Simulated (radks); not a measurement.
Initial-state core-level shifts of the rhenium ion Re3+ when its valence configuration changes from [Xe] 4f14 5d4. Method: Dirac Kohn-Sham, BLYP, spin-unpolarised, spherical densities, finite nucleus; open shells fill j = l - 1/2 first; Fermi nuclear charge, rms radius 5.3698 fm; computed with a radial shooting solver on a logarithmic mesh with Libxc functionals. Shifts are changes of the shell-averaged eigenvalues in eV (positive: less bound); the change of the density at the nucleus, which sets a Mossbauer isomer shift, is in e/bohr^3, on a base of 1.547e+06.

| valence | 1s | 2s | 3s | 3p | density at nucleus |
|---|---|---|---|---|---|
| 4f14 5d2 6s2 | -7.740 | -8.100 | -7.903 | -7.904 | +355.5 |
| 4f13 5d4 6p1 | -15.383 | -16.512 | -18.031 | -17.997 | +119.1 |
| 4f14 5d3.5 6s0.5 | -1.855 | -1.939 | -1.898 | -1.898 | +81.2 |
| 4f13.5 5d2 6s2 6p0.5 | -15.651 | -16.587 | -17.109 | -17.094 | +436.0 |
| 4f13.5 5d4 6p0.5 | -7.566 | -8.114 | -8.858 | -8.842 | +58.0 |
| 4f14 5d3 6p1 | -4.863 | -5.033 | -4.951 | -4.952 | +22.6 |
| 4f13 5d5 | -10.664 | -11.599 | -13.177 | -13.144 | +97.4 |
| 4f13.5 5d4.5 | -5.267 | -5.723 | -6.494 | -6.478 | +47.9 |
| 4f14 5d3 6s1 | -3.767 | -3.938 | -3.851 | -3.851 | +167.4 |
